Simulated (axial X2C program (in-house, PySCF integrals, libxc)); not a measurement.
**Outer orbitals of AlPt at 2.359 Å, HF**

All values were computed with an in-house relativistic program for diatomic molecules. Spin-free means the one-electron spin-free X2C Hamiltonian; two-component (2c) means X2C with spin–orbit coupling and atomic mean-field two-electron Coulomb and Gaunt terms, so the difference of the two also holds small scalar two-electron terms. Basis: Pt dyall-cv3z [13s14p9d6f4g], Al dyall-v3z [8s8p2d1f] (cores contracted in-house); Gaussian nuclei, density fitting, unrestricted open shells. Masses: Pt 194.965 u, Al 26.982 u.

The distance is close to the 2c PBE0 minimum; the highest filled and lowest empty levels are listed.

Spin-free orbitals, state M_S = 1/2, Λ = 0 (beyond evenly filled blocks: σα) (Löwdin shares):

```csv
symmetry,occupied,ε (eV),atomic character
σα,yes,-12.70,"52% Al s, 25% Pt d, 12% Pt s"
σβ,yes,-11.99,"47% Pt d, 37% Al s, 9% Pt s"
π-β,yes,-9.69,"94% Pt d, 3% Al p"
π+β,yes,-9.69,"94% Pt d, 3% Al p"
δ-α,yes,-9.52,99% Pt d
δ+α,yes,-9.52,99% Pt d
π-α,yes,-9.51,"90% Pt d, 5% Al p, 3% Al d"
π+α,yes,-9.51,"90% Pt d, 5% Al p, 3% Al d"
δ-β,yes,-9.24,100% Pt d
δ+β,yes,-9.24,100% Pt d
σα,yes,-9.14,"64% Pt d, 16% Al s, 10% Pt s"
σβ,yes,-8.21,"44% Pt d, 34% Al s, 11% Pt p"
σα,yes,-7.03,"61% Al p, 30% Pt s, 4% Al s"
σβ,no,0.17,"43% Pt s, 38% Al p, 14% Pt p"
π-α,no,0.52,"53% Al p, 42% Pt p, 4% Pt d"
π+α,no,0.52,"53% Al p, 42% Pt p, 4% Pt d"
π+β,no,0.70,"60% Al p, 36% Pt p, 2% Pt d"
π-β,no,0.70,"60% Al p, 36% Pt p, 2% Pt d"
```

The lowest two-component determinant found has another configuration (Ω = 5/2 (⟨Sz⟩ = 0.50, ⟨Lz⟩ = 2.00 at HF)), so the levels differ by more than spin–orbit coupling. Its spinors:

| ω | occupied | ε (eV) | atomic character | λ mixture |
| --- | --- | --- | --- | --- |
| 1/2 | yes | -13.56 | 71% Pt d, 19% Al s, 4% Pt s | 90% σ, 10% π |
| -1/2 | yes | -13.54 | 58% Pt d, 26% Al s, 7% Pt s | 81% σ, 19% π |
| -3/2 | yes | -13.45 | 100% Pt d | 95% δ, 5% π |
| 3/2 | yes | -12.68 | 98% Pt d | 67% δ, 33% π |
| -1/2 | yes | -12.32 | 76% Pt d, 14% Al s, 4% Pt s | 76% π, 24% σ |
| 5/2 | yes | -12.08 | 100% Pt d | 100% δ |
| 1/2 | yes | -11.79 | 74% Pt d, 13% Al s, 6% Pt s | 78% π, 22% σ |
| 3/2 | yes | -11.37 | 96% Pt d | 67% π, 33% δ |
| 1/2 | yes | -10.39 | 45% Pt d, 26% Al s, 22% Pt s | 88% σ, 12% π |
| -3/2 | yes | -10.38 | 92% Pt d, 4% Al p, 2% Al d | 96% π, 4% δ |
| -1/2 | yes | -9.67 | 55% Pt d, 24% Al s, 14% Pt s | 95% σ, 5% π |
| 1/2 | yes | -6.83 | 42% Al p, 31% Pt s, 13% Al s | 100% σ |
| -1/2 | yes | -6.74 | 55% Al p, 29% Pt s, 9% Al s | 100% σ |
| -1/2 | no | 0.26 | 50% Al p, 48% Pt p | 98% π, 2% σ |
| 1/2 | no | 0.27 | 50% Al p, 46% Pt p, 2% Pt d | 95% π, 5% σ |
| 3/2 | no | 0.37 | 52% Al p, 45% Pt p | 100% π |
| -3/2 | no | 0.47 | 54% Al p, 42% Pt p, 3% Pt d | 100% π |

(1) How does the gap between the highest filled and lowest empty level change from the spin-free to the 2c table?

Mulliken charges and populations of the two-component result (they depend on the basis, above all on diffuse functions):

Pt -0.28 e (s 11.47 p 24.09 d 28.70 f 14.00), Al 0.28 e (s 5.77 p 6.85 d 0.08 f 0.02). ⟨Lz⟩ = 2.00 ħ and ⟨Sz⟩ = 0.50 ħ (0.58 and -0.08 on the two atoms), which add up to Ω.

The state is one determinant with fixed occupations, lowest in a PBE0 search at one distance only: followed along the bond, the 2c determinant Ω = 1/2 reaches 0.12 eV lower at PBE0, at Re = 2.197 Å, so the state shown is not the lowest. The determinant is spin-polarised beyond a pure state at some levels (its spin-free form has ⟨S²⟩ too high), which makes Re and μ there less reliable.

Results:

(1) From 7.20 to 7.00 eV at HF, a change of -0.20 eV.
